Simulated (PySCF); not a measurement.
## Ta²⁺ (tantalum, charge +2) across methods

[Xe] 4f14 5d2 6p1, one real determinant (an excited configuration). Calculation: PySCF 2.14, in ANO-RCC-VTZP; the spin-free X2C one-electron Hamiltonian (Gaussian nucleus).

```tsv
method	E (hartree)	mean ε 4f β (eV)	mean ε 5d α (eV)	mean ε 6p α (eV)	Σ⟨r²⟩ (bohr²)	⟨S²⟩
UHF	-15598.48724	-60.217	-27.820	-16.533	49.96	3.754
LDA	-15593.48	-44.709	-22.550	-14.952	49.41	3.751
PBE0	-15603.44	-48.532	-24.016	-15.370	49.50	3.751
r2SCAN	-15603.74	-44.664	-22.949	-14.867	49.45	3.752
PBE	-15603.68	-44.332	-22.517	-14.857	49.52	3.751
```

⟨L²⟩ = 14.01 against 20 for a pure G term, so this real determinant mixes terms. Spin-orbit coupling, absent here, splits the open shell strongly.
